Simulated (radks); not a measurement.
Problem. All-electron calculation, Dirac Kohn-Sham, PBE, spin-unpolarised, spherical densities, finite nucleus; open shells fill j = l - 1/2 first; Fermi nuclear charge, rms radius of each element as measured or else 0.836 A^(1/3) + 0.57 fm. Program: a radial shooting solver on a logarithmic mesh with Libxc functionals. Each species is in its NIST ground configuration. Rank Sc+, Ti+, Se+, K+, Ca+, Br+, Co+, V+, Kr+, Fe+, Ni+, Cu+, Cr+, As+, Zn+, Ge+, Ga+, Mn+ by radius at which the density is 0.001 e/bohr^3 (bohr), largest first.

Solution. Ca+ 4.30, Sc+ 4.27, Ti+ 4.19, Mn+ 3.95, As+ 3.94, Ge+ 3.93, Se+ 3.90, Fe+ 3.88, Br+ 3.82, Ga+ 3.74, Kr+ 3.73, V+ 3.69, Cr+ 3.63, Zn+ 3.63, Co+ 3.44, Ni+ 3.38, Cu+ 3.32, K+ 3.31.
